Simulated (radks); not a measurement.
Spherical quantum dot in the effective-mass picture: electrons in a parabolic well V = omega^2 r^2 / 2 with omega = 0.172, all in effective atomic units (hartree* = m*/eps^2 hartree, bohr* = eps/m* bohr), one dielectric constant everywhere. Method: non-relativistic Kohn-Sham, PBE, spin-polarised, spherical densities; computed with a radial shooting solver with Libxc functionals. Levels are named by radial order and angular momentum (1s, 1p, 1d, 2s, ...), and open shells are averaged over m. Results are scaled to m* = 0.095 and eps = 11.8, for which hartree* = 18.57 meV and bohr* = 6.573 nm.

N = 5, configuration 1s2 1p(up 3, down 0). This is the lowest configuration that the search found. Occupied and some empty levels:

level,occupation,eigenvalue (meV),<r> (nm)
1s up,1,22.059,25.64
1s down,1,22.740,23.79
1p up,3,23.640,30.22
1p down,0,24.566,29.92
1d up,0,25.651,33.92
1d down,0,26.613,34.31
2s up,0,26.673,29.64
2s down,0,27.024,30.09
1f up,0,27.941,37.21
1f down,0,28.850,37.89

Energy (meV): total 71.5268, kinetic 10.536, external 27.720, Hartree 48.777, exchange-correlation -15.507.
